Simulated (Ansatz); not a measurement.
Relaxation of H8OSSiSn (12 atoms, charge 0, multiplicity 1), to a largest force component of 0.03 eV/Å in at most 50 steps.

All numbers below come from Ansatz 0.2.0, RKS BHLYP-D4/def2-SVP.

```xyz
12
Properties=species:S:1:pos:R:3
Sn -0.590 -1.518 -1.680
S 1.794 -0.999 -1.589
H -0.805 -2.665 -2.929
H -0.954 -2.204 -0.173
H -1.445 -0.094 -2.030
H 0.951 0.664 0.305
O 0.067 0.783 0.663
Si -0.134 1.412 2.178
H 1.756 -0.188 -2.664
H -1.579 1.345 2.475
H 0.620 0.641 3.197
H 0.318 2.823 2.247
```

Q: Where does it end, and by what steps?

A: The run converged. The force dipped under the threshold on the way, but the program's further checks kept it going. After 25 steps the energy has fallen by 0.041 eV; H11 moved furthest, 0.99 Å.

```json
{"step": "0", "energy less start (eV)": "0.0000", "largest force component (eV/Å)": "0.182", "accepted": "yes"}
{"step": "1", "energy less start (eV)": "-0.0154", "largest force component (eV/Å)": "0.222", "accepted": "yes"}
{"step": "2", "energy less start (eV)": "-0.0254", "largest force component (eV/Å)": "0.190", "accepted": "yes"}
{"step": "3", "energy less start (eV)": "-0.0262", "largest force component (eV/Å)": "0.149", "accepted": "yes"}
{"step": "4", "energy less start (eV)": "-0.0243", "largest force component (eV/Å)": "0.275", "accepted": "no"}
{"step": "5", "energy less start (eV)": "-0.0284", "largest force component (eV/Å)": "0.034", "accepted": "yes"}
{"step": "6", "energy less start (eV)": "-0.0291", "largest force component (eV/Å)": "0.031", "accepted": "yes"}
{"step": "7", "energy less start (eV)": "-0.0297", "largest force component (eV/Å)": "0.039", "accepted": "yes"}
{"step": "8", "energy less start (eV)": "-0.0300", "largest force component (eV/Å)": "0.034", "accepted": "yes"}
{"step": "9", "energy less start (eV)": "-0.0305", "largest force component (eV/Å)": "0.069", "accepted": "yes"}
{"step": "10", "energy less start (eV)": "-0.0310", "largest force component (eV/Å)": "0.060", "accepted": "yes"}
{"step": "11", "energy less start (eV)": "-0.0323", "largest force component (eV/Å)": "0.024", "accepted": "yes"}
{"step": "12", "energy less start (eV)": "-0.0329", "largest force component (eV/Å)": "0.057", "accepted": "yes"}
{"step": "13", "energy less start (eV)": "-0.0325", "largest force component (eV/Å)": "0.202", "accepted": "no"}
{"step": "14", "energy less start (eV)": "-0.0334", "largest force component (eV/Å)": "0.087", "accepted": "yes"}
{"step": "15", "energy less start (eV)": "-0.0339", "largest force component (eV/Å)": "0.160", "accepted": "yes"}
{"step": "16", "energy less start (eV)": "-0.0343", "largest force component (eV/Å)": "0.172", "accepted": "yes"}
{"step": "17", "energy less start (eV)": "-0.0354", "largest force component (eV/Å)": "0.123", "accepted": "yes"}
{"step": "18", "energy less start (eV)": "-0.0364", "largest force component (eV/Å)": "0.098", "accepted": "yes"}
{"step": "19", "energy less start (eV)": "-0.0362", "largest force component (eV/Å)": "0.303", "accepted": "no"}
{"step": "20", "energy less start (eV)": "-0.0377", "largest force component (eV/Å)": "0.028", "accepted": "yes"}
{"step": "21", "energy less start (eV)": "-0.0387", "largest force component (eV/Å)": "0.042", "accepted": "yes"}
{"step": "22", "energy less start (eV)": "-0.0390", "largest force component (eV/Å)": "0.133", "accepted": "yes"}
{"step": "23", "energy less start (eV)": "-0.0396", "largest force component (eV/Å)": "0.061", "accepted": "yes"}
{"step": "24", "energy less start (eV)": "-0.0403", "largest force component (eV/Å)": "0.012", "accepted": "yes"}
{"step": "25", "energy less start (eV)": "-0.0407", "largest force component (eV/Å)": "0.014", "accepted": "yes"}
```

```xyz
12
Properties=species:S:1:pos:R:3
Sn -0.539 -1.440 -1.425
S 1.792 -0.680 -1.348
H -0.571 -2.830 -2.418
H -0.924 -1.840 0.177
H -1.500 -0.214 -2.097
H 0.669 1.052 -0.124
O -0.150 1.247 0.341
Si -0.135 1.231 1.995
H 1.807 -0.208 -2.604
H -1.534 1.402 2.435
H 0.395 -0.052 2.520
H 0.691 2.331 2.550
```

Run time: 110 s on 2 threads of Arm Neoverse V1, on a shared host, peak memory 0.3 GiB.
